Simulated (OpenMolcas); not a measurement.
Fe2+ (d6) in a complex was computed by CASSCF with the d shell active (OpenMolcas, ANO-RCC-VDZP on the metal). Its lowest spin-free states, and all those of the highest spin:

| 2S+1 | Degeneracy | E (cm-1) |
| --- | --- | --- |
| 5 | 2 | 0.0 |
| 5 | 3 | 1470 |
| 3 | 3 | 21049 |
| 3 | 2 | 21623 |
| 3 | 3 | 22426 |
| 3 | 3 | 22644 |
| 3 | 3 | 24366 |
| 3 | 1 | 24849 |
| 3 | 3 | 25361 |
| 3 | 3 | 26573 |
| 3 | 1 | 26999 |
| 3 | 2 | 27682 |

Problem. Is the site octahedral, tetrahedral or cube-like, axial, or of lower symmetry?

Solution. The states with 2S+1 = 5 have orbital degeneracies 2, 3. Threefold states need a cubic site. For d6 at this spin an octahedron puts the threefold T2 below the twofold E and a tetrahedron or cube puts the twofold E below the threefold T2, so the site is a tetrahedron or a cube, which this pattern cannot tell apart. The first gap at this spin, 1470 cm-1, is |10Dq| in ligand-field theory. The run had Fe2+ with 4 ligands (bromide) in tetrahedral coordination (Td) at 2.62 Å. A charge of +0.5 e stands 3.2 Å behind each ligand. Ligand basis ANO-RCC-VDZP.

An orbital doublet at a regular site is open to a Jahn-Teller distortion, which this geometry leaves out. Without dynamic correlation the repulsion within the d shell is too large (B by tens of per cent), so at a given field states of lower spin stand too high. Ligand-to-metal charge-transfer states are missing. With no ligand orbital active B as a rule stays too high, so bands that hang on it stand too high and its fall with covalency is understated. With metal d orbitals alone and no dynamic correlation the field as a rule comes out too small, by tens of per cent, by up to half for chloride and softer ligands, and the orbital part of g and χT, which goes as 1/10Dq, too large. The distance lies 3 % over the 2.55 Å that this model takes as the normal distance (a Shannon-type radius plus a fixed donor radius); by an R⁻⁵ law this alone changes a d-shell field by about -13 %. No measured value stands beside these numbers; the geometry was imposed, not optimised, and the real ion may take another.
